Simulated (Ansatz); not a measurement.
Reaction (substitution at a C–C bond): `C=CCC(F)Cl` + `[GeH3][SeH]` → `C=C[Se][GeH3]` + `CC(F)Cl`

Computed with Ansatz on PBE0-D4/def2-TZVP structures; ΔE is electronic, products minus reactants. CCSD(T)/CBS is the MP2 limit (def2-TZVPP, def2-QZVPP) plus CCSD(T) − MP2 in def2-TZVPP, frozen cores. DFT in def2-TZVPP. HSE06 is defined as in plane-wave codes. For Ge, Se outer-core shells are correlated without core-valence functions, which leaves a few kJ/mol of doubt a bond. Scalar relativity is left out up to krypton. One conformer a species, not always the lowest.

`C=CCC(F)Cl`:

Z-matrix (Å, degrees):
```
C
C 1 1.492
C 1 1.512 2 114.1
H 1 1.098 2 110.0 3 118.6
H 1 1.092 2 110.9 3 -122.7
C 2 1.324 1 124.1 3 125.9
H 2 1.087 1 116.1 3 -54.5
F 3 1.364 1 110.1 2 59.5
Cl 3 1.778 1 112.0 2 -61.4
H 3 1.091 1 112.1 2 179.5
H 6 1.083 2 121.4 1 179.3
H 6 1.086 2 121.6 1 -0.9
```

`[GeH3][SeH]`:

Z-matrix (Å, degrees):
```
Ge
Se 1 2.357
H 1 1.536 2 110.4
H 1 1.536 2 110.4 3 121.8
H 1 1.533 2 104.9 3 -119.1
H 2 1.469 1 93.0 3 -60.2
```

`C=C[Se][GeH3]`:

Cartesian coordinates in Å:
```
C 1.834 0.372 1.324
C 0.946 0.508 0.350
Se 0.641 -0.832 -0.968
Ge -1.695 -0.574 -1.072
H 2.031 1.193 2.005
H 2.394 -0.544 1.471
H 0.390 1.431 0.215
H -2.012 0.924 -1.210
H -2.162 -1.349 -2.310
H -2.366 -1.128 0.195
```

`CC(F)Cl`:

Cartesian coordinates in Å:
```
C 0.483 0.107 0.638
C -0.499 -0.008 -0.489
F -1.451 -0.936 -0.189
Cl 0.311 -0.500 -2.000
H 1.235 0.861 0.407
H -0.048 0.399 1.547
H 0.976 -0.852 0.803
H -1.007 0.930 -0.717
```

```json
{"species": "`C=CCC(F)Cl`", "HSE06-D4 energy (Eh)": "-715.72020"}
{"species": "`[GeH3][SeH]`", "HSE06-D4 energy (Eh)": "-4480.43215"}
{"species": "`C=C[Se][GeH3]`", "HSE06-D4 energy (Eh)": "-4557.75261"}
{"species": "`CC(F)Cl`", "HSE06-D4 energy (Eh)": "-638.39867"}
```

**Question.** Work out ΔE.

**Answer.** ΔE = (-4557.75261) + (-638.39867) − (-715.72020) − (-4480.43215) = 0.00107 Eh = +0.03 eV. CCSD(T)/CBS gives +0.04 eV.

Largest T1 diagnostic among the species: 0.011.

Leaving LDA and LC-ωPBE aside and taking each functional with its dispersion term where it has one, the values, not all of them listed here, spread over 0.11 eV, from BLYP-D4 to ωB97X-V. LDA lies +0.09 eV from PBE without D4. In def2-TZVPP, CCSD(T) changes the Hartree–Fock value by −0.07 eV (the triples alone add −0.02 eV) and MP2 by −0.12 eV.
